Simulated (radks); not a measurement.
Q: These are the eigenvalues of the occupied orbitals of an atom or ion with whole-number occupations (hartree). All-electron calculation, scalar-relativistic Kohn-Sham, BLYP, spin-polarised, spherical densities, point nucleus. Program: a radial shooting solver on a logarithmic mesh with Libxc functionals.

orbital  eigenvalue
1s up     -2179.710
1s down   -2179.710
2s up     -368.1903
2s down   -368.1899
2p up     -325.1369
2p down   -325.1366
3s up     -83.15454
3s down   -83.13847
3p up     -70.12113
3p down   -70.10506
3d up     -54.03514
3d down   -54.02286
4s up     -16.81091
4s down   -16.77713
4p up     -12.52904
4p down   -12.49591
4d up      -6.84651
4d down    -6.81416
5s up      -2.50220
5s down    -2.48713
5p up      -1.52412
5p down    -1.51347
4f up      -0.65453
4f down    -0.62661

Which element is it, and in what charge state? The configuration may be excited.

A: Z = 69, thulium, charge +2: Tm2+ in [Kr] 4d10 4f13 5s2 5p(up 3, down 3). The list shows which subshells hold electrons but not how many an open one holds; the 1s level, -2179.7 hartree, gives Z - s = 66.0 by -(Z - s)^2/2, which with screening and relativity narrows Z to a few neighbours, and the depths of the outer levels then fix element, charge and occupations together.
